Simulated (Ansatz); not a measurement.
Consider the ligand exchange at the Sn–O bond: `[OH][SnH2][F]` + HBr → `[F][SnH2][Br]` + H₂O.

Isolated molecules relaxed with PBE0-D4/def2-TZVP in Ansatz; ΔE leaves out vibrations. CBS: MP2 limit from def2 TZ/QZ plus the TZ coupled-cluster correction, frozen cores. This one scheme is used for every species. Functionals use def2-TZVPP. HSE06 is defined as in plane-wave codes. Elements past krypton have def2 core potentials. For Br, Sn outer-core shells are correlated without core-valence functions, which leaves a few kJ/mol of doubt a bond. Scalar relativity is left out up to krypton. One conformer a species, not always the lowest.

```tsv
level	ΔE (kJ/mol)
HSE06-D4	-85.0
CCSD/CBS(def2)	-82.8
```

What does CCSD(T)/CBS give? (Best estimate.)

Computed: -81.2 kJ/mol. The listed levels differ from it by -3.8, -1.6 kJ/mol.

What do rigid-rotor, harmonic-oscillator terms from PBE0-D4/def2-TZVP frequencies (298.15 K, 1 bar) make of the CCSD(T)/CBS value? (An estimate is asked.)

Computed: ΔZPE = +8.4 kJ/mol, ΔH = -72.2 kJ/mol, ΔS = 2 J/(mol·K), ΔG = -72.9 kJ/mol.

Largest T1 diagnostic among the species: 0.014.

In def2-TZVPP, CCSD(T) changes the Hartree–Fock value by +13.5 kJ/mol (the triples alone add +1.6 kJ/mol) and MP2 by +10.2 kJ/mol. From PBE to PBE0 (25 % exact exchange), in def2-TZVPP and without D4, ΔE moves by −6.8 kJ/mol.
